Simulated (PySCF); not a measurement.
## Do core-level shifts follow atomic charges?

Compound: C6H9Al.
Numbering: `[CH:1]#[C:2][C@H:3]1[CH2:4][CH2:5][AlH:6][CH2:7]1`

Structure used (PBE0-D3(BJ)/def2-SVP), in Å, numbered top down from 1:
```xyz
16
C6H9Al angstrom
C      2.243   -0.628    1.228
C      1.557   -0.370    0.261
C      0.653   -0.001   -0.830
C     -0.595   -0.924   -0.811
C     -1.410   -0.731    0.482
Al    -0.984    1.143    0.925
C      0.207    1.468   -0.616
H      2.877   -0.867    2.062
H      1.189   -0.134   -1.787
H     -0.284   -1.970   -0.963
H     -1.207   -0.645   -1.686
H     -2.475   -0.974    0.340
H     -1.049   -1.406    1.277
H     -1.454    2.080    2.122
H     -0.351    1.815   -1.505
H      1.066    2.142   -0.485
```

Binding energies: delta-SCF UKS SCAN, pcX-2 on the ionised atom, pcseg-1 elsewhere, spin-free X2C in PySCF 2.14.0. Charges: PBE0/pcSseg-1 ground-state density, for the ionised atom.

```
atom             environment  C 1s (eV)  Mulliken (e)  IAO (e)  Hirshfeld (e)  ESP (e)
  C5         ring CH2 carbon     289.36        -0.602   -0.623         -0.227   -0.457
  C7         ring CH2 carbon     289.45        -0.521   -0.612         -0.222   -0.552
  C1  terminal alkyne carbon     290.10        -0.396   -0.260         -0.118   -0.400
  C4         ring CH2 carbon     290.41        -0.149   -0.235         -0.068   +0.153
  C2           alkyne carbon     290.58        +0.246   -0.027         -0.026   -0.093
  C3      propargylic carbon     291.17        -0.292   -0.116         -0.017   +0.272
```

**Question.** How well does each charge scheme correlate with the binding energies over these sites?

**Answer.** Hirshfeld: r = 0.97, slope 7.2 eV per e; IAO: r = 0.91, slope 2.5 eV per e; ESP: r = 0.91, slope 1.8 eV per e; Mulliken: r = 0.64, slope 1.4 eV per e. Hirshfeld charges have the highest r, on only 6 points.

**Question.** The point-charge model writes a binding energy as kq + V + constant, with V the potential of the other atoms' charges at the site. What does it give with the IAO charges?

**Answer.** V = Σ 14.40 eV Å × q/r over all other atoms: +6.45 eV at C5, +6.53 eV at C7, +2.38 eV at C1, +0.68 eV at C4, -2.51 eV at C2, -1.27 eV at C3. Fitting binding energy − V to q gives k = 17.6 eV per e and leaves an rms residual of 0.66 eV, against 0.26 eV for the fit on q alone. The model has no term for differences in relaxation between sites.

Spin contamination (⟨S²⟩ against 0.75 for a pure doublet) is marked for C 1s of C2 (0.87), which makes this value less certain. One conformer (not necessarily the lowest) at the PBE0-D3(BJ)/def2-SVP geometry, without solvent, vibrations or thermal averaging.
